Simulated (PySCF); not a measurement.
## C3H6BF3N2

Geometry:
```
atom   x (Å)   y (Å)   z (Å)
  C1  -2.603  -0.677  -0.568
  C2  -1.638   0.219  -0.013
  N3  -0.858   0.932   0.428
  B4   1.281   0.530   0.897
  N5   1.902   1.635   0.360
  C6   1.284  -0.796  -0.039
  F7   1.039  -0.555  -1.355
  F8   2.487  -1.420  -0.020
  F9   0.388  -1.756   0.302
 H10  -3.313  -0.974   0.202
 H11  -3.130  -0.193  -1.389
 H12  -2.082  -1.560  -0.939
 H13   1.066   0.413   2.036
 H14   2.031   2.496   0.863
 H15   2.142   1.712  -0.615
```

Method: GIAO PBE/pcSseg-1 magnetisability, rotational g tensor and spin-rotation constants, non-relativistic, gas phase (PySCF). Geometry: GFN2-xTB.

The bonding changed while the geometry was optimised; results refer to the coordinates, not to the name.

What are the magnetisability and the molar susceptibility?

Isotropic -1185 × 10⁻³⁰ J/T², or -71.4 × 10⁻⁶ cm³/mol; principal values -1314, -1153, -1090 × 10⁻³⁰ J/T², anisotropy 200 × 10⁻³⁰ J/T² (root of half the summed squared differences of the principal values). The susceptibility is in cgs units.

Split it along the inertial axes a, b, c into diamagnetic and paramagnetic parts about the centre of mass, with the quadrupole moment.


```tsv
axis	χ (10⁻⁶ cm³/mol)	diamagnetic (10⁻⁶ cm³/mol)	paramagnetic (10⁻⁶ cm³/mol)	summed x² of all electrons (Å²)	quadrupole Θ (D Å)
a	-77.3	-608.3	531.1	205.2	+9.77
b	-70.0	-1034.5	964.5	104.8	-2.96
c	-66.9	-1315.1	1248.2	38.6	-6.81
```
Anisotropies 2χaa − χbb − χcc = -17.6 and 2χbb − χaa − χcc = +4.1 × 10⁻⁶ cm³/mol. Θ is traceless in Buckingham's convention.

And the rotational g tensor?


```tsv
axis	rotational constant (GHz)	g	nuclear part	electronic part
a	2.2081	-0.0118	0.5391	-0.5509
b	1.2259	-0.0064	0.5490	-0.5555
c	0.9410	-0.0053	0.5465	-0.5518
```
Asymmetric top; isotopes 11B, 12C, 19F, 1H, 14N; no vibrational averaging.
